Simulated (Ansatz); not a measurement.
```yaml
crystal:
  periodic: [false, false, false]
  atoms:
    - {symbol: C, position_ang: [-0.537986, 0.861241, 0.777522]}
    - {symbol: C, position_ang: [-0.396089, -0.038174, -0.288329]}
    - {symbol: Si, position_ang: [0.283563, -1.546360, 0.214874]}
    - {symbol: As, position_ang: [0.572739, 0.610527, -1.692474]}
    - {symbol: H, position_ang: [0.354959, 1.086509, 1.182161]}
    - {symbol: H, position_ang: [-1.115689, 0.478091, 1.508690]}
    - {symbol: H, position_ang: [-0.956181, 1.724899, 0.476216]}
    - {symbol: H, position_ang: [-1.297074, -0.248675, -0.690602]}
    - {symbol: H, position_ang: [-0.467688, -2.082680, 1.227242]}
    - {symbol: H, position_ang: [0.327018, -2.434808, -0.824371]}
    - {symbol: H, position_ang: [1.556060, -1.346532, 0.680280]}
    - {symbol: H, position_ang: [1.672653, 1.001949, -0.914164]}
    - {symbol: H, position_ang: [0.022573, 1.901998, -1.643429]}
basis:
  gaussian: {orbitals: aug-cc-pVDZ}
magnetization: {spin_polarized: true, initial_magnetization: 1}
hamiltonian: {xc: {name: revPBE}, dispersion: d3bjatm}
accuracy: high
```

```sh
$ ansatz run in.yaml --threads 4 --pin off --events-out ev --progress --plain --max-ram 10444MiB
```

Output, abridged:

```
Error: a molecule whose nuclei and cores have a total charge of 68 cannot have a net charge of 0 together with 1 unpaired electrons
```

(1) Something in this input is off. What?

## Answers

(1) The number of unpaired electrons doesn't fit the electron count. The program refused the input.
